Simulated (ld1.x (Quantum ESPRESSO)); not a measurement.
What the settings do to the ultrasoft potential of phosphorus

Base potential:

* Element: P
* Generator: ld1.x (Quantum ESPRESSO) 7.5
* Type: ultrasoft
* Functional: PBE
* Relativity: non-relativistic
* Frozen core: [Ne]
* Valence charge: 5
* Reference configuration: 3s2 3p1.5 (charge +1.5)
* Partial waves: 3s (bound): rcut 1.50, rcutus 1.70 bohr; 3s channel at -0.75 Ry: rcut 1.50, rcutus 1.70 bohr; 3p (bound): rcut 1.30, rcutus 1.75 bohr; 3p channel at 1.75 Ry: rcut 1.30, rcutus 1.75 bohr; 3d channel at 0.15 Ry: rcut 1.65, rcutus 1.85 bohr
* Local potential: all-electron potential smoothed inside 1.40 bohr (lloc = -1)
* Core correction: none
* Augmentation charge: built from norm-conserving waves at rcut, not smoothed further

All-electron outer shells of the reference configuration (PBE, non-relativistic, ld1.x):

```
shell  level (eV)  outermost node (bohr)  outermost maximum (bohr)
   3s      -28.39                   0.65                      1.54
   3p      -19.11                   0.64                      1.72
```

Cutoffs, loose and tight: the cutoffs (Ry, on a coarse ladder) from which the occupation-weighted sum of valence levels, in a spherical-Bessel basis at the reference potential, stays within 10 and 1 mRy of its value at 400 Ry. They do not see the model core or the augmentation charge, which bear on the density cutoff. Test errors are all-electron minus pseudo excitation energies from the reference, over the configurations 3s2 3p3; 3s2 3p2; 3s2 3p1; 3s1 3p4; 3s2 3p2.5; 3s1 3p0; 3s2 3p0. A dash means not determined; rows that change the core or the reference have their own tests.

A true bound ghost makes a file unfit for plane-wave use even where its test errors are small: the radial tests pick states by their node count and pass the ghost by.

| change | outcome | cutoff, loose | cutoff, tight | bound ghosts | largest test error (meV) |
| --- | --- | --- | --- | --- | --- |
| base | generated | 12 Ry | 21 Ry | none | +148 |
| waves 3p (bound): rcut 1.30, rcutus 1.44 bohr; 3p channel at 1.75 Ry: rcut 1.30, rcutus 1.44 bohr | generated | 10 Ry | 25 Ry | none | +148 |
| local potential all-electron potential smoothed inside 0.80 bohr (lloc = -1) | generated | 12 Ry | 21 Ry | s | test run stopped at test 1 of 7 (negative rho) |
| type TM; waves now 3s (bound): rc 1.70 bohr; 3p (bound): rc 1.75 bohr; 3d channel at 0.15 Ry: rc 1.85 bohr; local potential all-electron potential smoothed inside 1.55 bohr (lloc = -1) | generated | 21 Ry | 45 Ry | none | +194 |
| all radii scaled by about 0.94 (s 1.60, p 1.64, d 1.74 bohr, rcut 1.42/1.22/1.56); local potential all-electron potential smoothed inside 1.32 bohr (lloc = -1) | generated | 12 Ry | 25 Ry | none | +143 |
| wave 3d channel at 0.15 Ry: rcut 1.65, rcutus 1.85 bohr becomes 3d channel at 0.15 Ry: rcut 1.65, rcutus 2.04 bohr | generated | 12 Ry | 21 Ry | none | +148 |
| local potential all-electron potential smoothed inside 1.30 bohr (lloc = -2) | generated | 12 Ry | 21 Ry | none | +147 |

Problem. What comes out with this change to the base: augmentation PSQ, radius 1.05 bohr?

Solution. outcome: generated; cutoff, loose: 12 Ry; cutoff, tight: 21 Ry; bound ghosts: none; largest test error (meV): +70.
